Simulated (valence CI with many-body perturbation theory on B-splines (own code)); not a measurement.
Re XLIII: electric-dipole lines

Computed by relativistic CI+MBPT: five valence electrons over a frozen Dirac-Fock core [Ar] 3d10, radial functions for each j: 9 s, 9 p, 8 d, 6 f, 3 g, 1 h, with the one-electron correlation potential Σ1, the two-electron term Σ2, the three-electron term Σ3, Breit, model QED; selected CI, second order for the rest (own B-spline code, finite nucleus).

The last digits are not significant, and no measured levels were compared; by estimate large intervals hold to a few tenths of a per cent, small ones and those within an open d or f shell to about a per cent. Among the levels kept, up to 270 cm⁻¹ of a level comes from second order outside the variational space, and about a tenth of that is noise between levels of different J, which matters for small intervals.

Lines 101 to 150 of 200 in falling wavelength, among levels below 395.48 eV, chosen from the strongest by gf and those to the six lowest levels. Wavelengths and rates use the calculated energies. Electric multipoles are in the length gauge, E1 and E2 with the static RPA response of the core. Weak lines are less certain than strong ones. Lines between different terms over intervals too small for the method are left out, as are lines whose strength nearly cancels. The highest levels of a list are the least certain.

Levels are named by their leading jj configuration (3d3/2^4 stands for four electrons in 3d with j = 3/2), which in mixed levels can hold well under half, so a name can repeat and another be missing. Letters in brackets count levels of one name in rising energy.

```tsv
λ vac (nm)	Upper	Lower	A (s⁻¹)	S (a.u.)
7.511	(4s 4p1/2^2 4p3/2 4d3/2) J=3/2 [b]	(4s 4p1/2^2 4p3/2^2) J=5/2	4.18e+09	3.49e-03
7.470	(4s^2 4p1/2 4p3/2 4d3/2) J=3/2 [b]	(4s^2 4p1/2 4p3/2^2) J=1/2	3.68e+08	3.03e-04
7.429	(4s^2 4p1/2 4p3/2 4d3/2) J=1/2 [b]	(4s^2 4p1/2 4p3/2^2) J=1/2	9.87e+06	4.00e-06
7.414	(4s 4p1/2^2 4p3/2 4d5/2) J=5/2	(4s 4p1/2^2 4p3/2^2) J=3/2	1.22e+09	1.47e-03
7.382	(4s^2 4p1/2 4p3/2 4d5/2) J=3/2 [a]	(4s^2 4p1/2 4p3/2^2) J=1/2	7.08e+08	5.62e-04
7.377	(4s 4p1/2^2 4p3/2 4d3/2) J=5/2 [a]	(4s^2 4p1/2^2 4d5/2) J=5/2	2.41e+07	2.87e-05
7.325	(4s 4p1/2^2 4p3/2 4d3/2) J=3/2 [a]	(4s^2 4p1/2^2 4d5/2) J=5/2	4.61e+09	3.58e-03
7.296	(4s^2 4p1/2^2 4f7/2) J=7/2	(4s 4p1/2^2 4p3/2^2) J=5/2	1.70e+09	2.60e-03
7.241	(4s 4p1/2^2 4p3/2 4d3/2) J=7/2	(4s^2 4p1/2^2 4d5/2) J=5/2	8.46e+08	1.27e-03
7.233	(4s 4p1/2^2 4p3/2 4d5/2) J=3/2	(4s 4p1/2^2 4p3/2^2) J=3/2	2.32e+10	1.73e-02
7.222	(4s^2 4p1/2 4p3/2 4d3/2) J=5/2 [b]	(4s^2 4p1/2 4p3/2^2) J=5/2	1.99e+09	2.22e-03
7.167	(4s^2 4p1/2 4p3/2 4d5/2) J=7/2 [a]	(4s^2 4p1/2 4p3/2^2) J=5/2	7.87e+08	1.14e-03
7.167	(4s^2 4p1/2 4p3/2 4d3/2) J=3/2 [b]	(4s^2 4p1/2 4p3/2^2) J=5/2	2.15e+08	1.57e-04
7.147	(4s 4p1/2^2 4p3/2 4d5/2) J=3/2	(4s 4p1/2^2 4p3/2^2) J=1/2	7.66e+09	5.52e-03
7.117	(4s^2 4p1/2^2 4f5/2) J=5/2	(4s^2 4p1/2^2 4d5/2) J=5/2	9.97e+09	1.06e-02
7.086	(4s^2 4p1/2 4p3/2 4d5/2) J=3/2 [a]	(4s^2 4p1/2 4p3/2^2) J=5/2	4.22e+09	2.97e-03
7.075	(4s^2 4p3/2^2 4d5/2) J=1/2	(4s^2 4p3/2^3) J=3/2	1.96e+10	6.84e-03
6.995	(4s^2 4p1/2 4p3/2 4d3/2) J=5/2 [b]	(4s^2 4p1/2 4p3/2^2) J=3/2	7.77e+09	7.87e-03
6.948	(4s^2 4p1/2 4p3/2 4d5/2) J=5/2 [a]	(4s^2 4p1/2 4p3/2^2) J=5/2	4.48e+10	4.45e-02
6.944	(4s^2 4p1/2 4p3/2 4d3/2) J=3/2 [b]	(4s^2 4p1/2 4p3/2^2) J=3/2	2.85e+06	1.89e-06
6.909	(4s^2 4p1/2 4p3/2 4d3/2) J=1/2 [b]	(4s^2 4p1/2 4p3/2^2) J=3/2	6.27e+09	2.04e-03
6.868	(4s^2 4p1/2 4p3/2 4d5/2) J=3/2 [a]	(4s^2 4p1/2 4p3/2^2) J=3/2	3.63e+10	2.32e-02
6.826	(4s 4p1/2^2 4p3/2 4d5/2) J=5/2	(4s 4p1/2^2 4p3/2^2) J=5/2	7.55e+10	7.11e-02
6.822	(4s 4p1/2^2 4p3/2 4d3/2) J=3/2 [b]	(4s^2 4p1/2^2 4d5/2) J=5/2	9.65e+09	6.05e-03
6.774	(4s^2 4p1/2^2 4d5/2) J=5/2	(4s^2 4p1/2^2 4p3/2) J=3/2	1.01e+11	9.26e-02
6.738	(4s^2 4p1/2 4p3/2 4d5/2) J=5/2 [a]	(4s^2 4p1/2 4p3/2^2) J=3/2	1.22e+10	1.11e-02
6.672	(4s 4p1/2^2 4p3/2 4d5/2) J=3/2	(4s 4p1/2^2 4p3/2^2) J=5/2	2.49e+10	1.46e-02
6.644	(4s^2 4p1/2^2 4f7/2) J=7/2	(4s^2 4p1/2^2 4d5/2) J=5/2	1.39e+11	1.61e-01
6.619	(4s^2 4p1/2 4p3/2 4d5/2) J=3/2 [b]	(4s^2 4p1/2 4p3/2^2) J=1/2	1.74e+11	9.95e-02
6.579	(4s^2 4p1/2 4p3/2 4d5/2) J=1/2	(4s^2 4p1/2 4p3/2^2) J=1/2	2.31e+11	6.50e-02
6.556	(4s 4p1/2^2 4p3/2 4d5/2) J=7/2	(4s 4p1/2^2 4p3/2^2) J=5/2	1.33e+11	1.48e-01
6.435	(4s^2 4p1/2 4p3/2 4d5/2) J=7/2 [b]	(4s^2 4p1/2 4p3/2^2) J=5/2	4.95e+11	5.21e-01
6.428	(4s^2 4p1/2 4p3/2 4d5/2) J=5/2 [b]	(4s^2 4p1/2 4p3/2^2) J=5/2	4.69e+10	3.69e-02
6.403	(4s 4p1/2^2 4p3/2 4d3/2) J=5/2 [a]	(4s^2 4p1/2^2 4d3/2) J=3/2	1.55e+08	1.21e-04
6.380	(4s^2 4p1/2 4p3/2 4d5/2) J=3/2 [b]	(4s^2 4p1/2 4p3/2^2) J=5/2	7.58e+10	3.89e-02
6.364	(4s 4p1/2^2 4p3/2 4d3/2) J=3/2 [a]	(4s^2 4p1/2^2 4d3/2) J=3/2	9.09e+09	4.62e-03
6.361	(4s 4p1/2^2 4p3/2 4d3/2) J=1/2 [a]	(4s^2 4p1/2^2 4d3/2) J=3/2	8.24e+08	2.09e-04
6.355	(4s 4p1/2^2 4p3/2 4d3/2) J=5/2 [b]	(4s^2 4p1/2^2 4d5/2) J=5/2	8.72e+08	6.63e-04
6.343	(4s 4p1/2 4p3/2^3) J=3/2 [a]	(4s^2 4p1/2 4p3/2^2) J=1/2	6.39e+10	3.22e-02
6.251	(4s 4p1/2^2 4p3/2 4d5/2) J=5/2	(4s^2 4p1/2^2 4d5/2) J=5/2	1.74e+11	1.26e-01
6.248	(4s^2 4p1/2 4p3/2 4d5/2) J=5/2 [b]	(4s^2 4p1/2 4p3/2^2) J=3/2	7.23e+11	5.22e-01
6.209	(4s 4p1/2^2 4p3/2^2) J=5/2	(4s^2 4p1/2^2 4p3/2) J=3/2	2.63e+11	1.86e-01
6.205	(4s^2 4p1/2^2 4f5/2) J=5/2	(4s^2 4p1/2^2 4d3/2) J=3/2	1.06e+10	7.47e-03
6.203	(4s^2 4p1/2 4p3/2 4d5/2) J=3/2 [b]	(4s^2 4p1/2 4p3/2^2) J=3/2	5.73e+10	2.70e-02
6.168	(4s^2 4p1/2 4p3/2 4d5/2) J=1/2	(4s^2 4p1/2 4p3/2^2) J=3/2	1.75e+11	4.06e-02
6.124	(4s 4p1/2 4p3/2^3) J=3/2 [a]	(4s^2 4p1/2 4p3/2^2) J=5/2	6.43e+10	2.92e-02
6.122	(4s 4p1/2^2 4p3/2 4d5/2) J=3/2	(4s^2 4p1/2^2 4d5/2) J=5/2	8.38e+10	3.80e-02
6.024	(4s 4p1/2^2 4p3/2 4d5/2) J=7/2	(4s^2 4p1/2^2 4d5/2) J=5/2	9.73e+10	8.40e-02
5.980	(4s 4p1/2^2 4p3/2 4d3/2) J=3/2 [b]	(4s^2 4p1/2^2 4d3/2) J=3/2	2.27e+11	9.59e-02
5.960	(4s 4p1/2 4p3/2^3) J=3/2 [a]	(4s^2 4p1/2 4p3/2^2) J=3/2	5.24e+11	2.19e-01
```
